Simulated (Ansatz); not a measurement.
`O[SiH2][AlH][F]` + `OB(O)Cl` → `O[SiH2][AlH][Cl]` + `OB(O)F`  (redistribution)

Isolated molecules relaxed with PBE0-D4/def2-TZVP in Ansatz; ΔE leaves out vibrations. CCSD(T)/CBS is the MP2 limit (def2-TZVPP, def2-QZVPP) plus CCSD(T) − MP2 in def2-TZVPP, frozen cores. One conformer a species, not always the lowest.

`O[SiH2][AlH][F]`:

Cartesian coordinates in Å:
```
O -0.771 0.912 -1.534
Si 0.231 0.923 -0.213
Al 0.303 -1.290 0.865
F -0.918 -2.299 0.371
H -1.523 0.319 -1.504
H -0.196 1.959 0.778
H 1.569 1.348 -0.706
H 1.305 -1.872 1.944
```

`OB(O)Cl`:

Z-matrix (Å, degrees):
```
B
O 1 1.349
Cl 1 1.771 2 118.0
O 1 1.357 2 121.0 3 180.0
H 2 0.962 1 112.0 3 -180.0
H 4 0.960 1 113.5 2 -180.0
```

`O[SiH2][AlH][Cl]`:

Z-matrix (Å, degrees):
```
Si
Al 1 2.456
O 1 1.655 2 108.3
H 1 1.493 2 111.2 3 121.2
H 1 1.490 2 112.4 3 -119.9
Cl 2 2.117 1 110.3 3 -5.2
H 2 1.581 1 132.9 3 175.2
H 3 0.959 1 116.4 2 9.3
```

`OB(O)F`:

Cartesian coordinates in Å:
```
O 0.003 0.851 0.717
B -0.110 -0.058 -0.289
O 0.412 -1.300 -0.183
F -0.746 0.257 -1.417
H -0.411 1.692 0.514
H 0.852 -1.443 0.658
```

```
           species  MP2/def2-SVP energy (Eh)
 `O[SiH2][AlH][F]`                -707.80130
         `OB(O)Cl`                -635.54400
`O[SiH2][AlH][Cl]`               -1067.74409
          `OB(O)F`                -275.61717
```

Question: Work out ΔE.

Answer: ΔE = (-1067.74409) + (-275.61717) − (-707.80130) − (-635.54400) = -0.01596 Eh = -41.9 kJ/mol. CCSD(T)/CBS gives -38.7 kJ/mol.

Largest T1 diagnostic among the species: 0.013.

At CCSD(T), def2-SVP lies −6.2 kJ/mol from the extrapolated value and def2-TZVPP −1.4 kJ/mol. From r2SCAN to r2SCAN0 (25 % exact exchange), in def2-TZVPP and without D4, ΔE moves by −4.4 kJ/mol. In def2-TZVPP, CCSD(T) changes the Hartree–Fock value by +15.0 kJ/mol (the triples alone add +2.0 kJ/mol) and MP2 by +18.5 kJ/mol.
